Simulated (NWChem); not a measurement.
System: C₃H₄ClF; SMILES C/C=C(\F)Cl

All runs: NWChem. Pople sets run with spherical d functions. The level has its own optimisation; frequencies are unscaled. Brackets give each atom's bonded neighbours.

Problem. What does the run give for B3LYP/6-31G*? Quantities: r C–C [C(CCH)–C(CHHH)] (Å); r C–C [C(CCH)–C(CClF)] (Å); r C–H [C(CCH)–H(C)] (Å); r C–F (Å); highest harmonic frequency (cm⁻¹); lowest (cm⁻¹); zero-point energy (kcal/mol); dipole (D).

Solution. 
| Property | Value |
|---|---|
| r C–C [C(CCH)–C(CHHH)] (Å) | 1.502 |
| r C–C [C(CCH)–C(CClF)] (Å) | 1.329 |
| r C–H [C(CCH)–H(C)] (Å) | 1.085 |
| r C–F (Å) | 1.338 |
| highest harmonic frequency (cm⁻¹) | 3224 |
| lowest (cm⁻¹) | 145 |
| zero-point energy (kcal/mol) | 40.0 |
| dipole (D) | 1.77 |
